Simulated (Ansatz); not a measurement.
Compare A (`F[SiH]1NCO1`) with its isomer B (`O/C(F)=N/[SiH3]`).

Isolated molecules relaxed with PBE0-D4/def2-TZVP in Ansatz; ΔE leaves out vibrations. CCSD(T)/CBS adds triple-zeta CCSD(T) − MP2 to the extrapolated MP2 energy (def2 sets, frozen cores). Functionals use def2-TZVPP. Each species was taken in one conformer, which may not be the lowest.

A:

Z-matrix (Å, degrees):
```
Si
N 1 1.704
C 1 2.205 2 41.6
F 1 1.589 2 117.6 3 -110.1
O 1 1.655 2 82.2 3 4.2
H 1 1.472 2 120.6 3 120.7
H 2 1.004 1 134.9 3 133.0
H 3 1.096 1 122.0 2 -96.2
H 3 1.094 1 127.5 2 90.6
```

B:

Z-matrix (Å, degrees):
```
Si
N 1 1.727
H 1 1.484 2 107.8
H 1 1.487 2 113.6 3 -121.2
H 1 1.484 2 107.8 3 117.7
C 2 1.240 1 130.8 3 121.3
F 6 1.329 2 126.0 1 -0.0
O 6 1.325 2 126.6 1 180.0
H 8 0.965 6 106.5 2 0.0
```

Problem. Which isomer does CCSD(T)/CBS put lower? Give the gap. (Estimate.)

Solution. Computed: A, by 261.9 kJ/mol.

Problem. Give E(B) − E(A) in kJ/mol with HF/def2-TZVPP, PBE-D4, LDA (SPW92), CCSD/def2-TZVPP, CCSD(T)/def2-SVP, B2PLYP, CCSD(T)/def2-TZVPP. (An estimate is asked.)

Solution. Computed: HF/def2-TZVPP 238.2, PBE-D4 221.5, LDA (SPW92) 233.0, CCSD/def2-TZVPP 255.0, CCSD(T)/def2-SVP 190.7, B2PLYP 242.7, CCSD(T)/def2-TZVPP 250.7. None reverses the order clearly.

Problem. Does the order hold for the free energy at 298.15 K (harmonic terms from PBE0-D4)? (Best estimate.)

Solution. Computed: Yes: G(B) − G(A) = +239.4 kJ/mol, for one conformer each. Modes under 60 cm⁻¹, often nearly free rotors, make the harmonic entropy too high.

Largest T1 diagnostic: 0.013.

In def2-TZVPP, CCSD(T) changes the Hartree–Fock value by +12.5 kJ/mol (the triples alone add −4.3 kJ/mol) and MP2 by +25.0 kJ/mol. At CCSD(T), def2-SVP lies −71.2 kJ/mol from the extrapolated value and def2-TZVPP −11.2 kJ/mol.
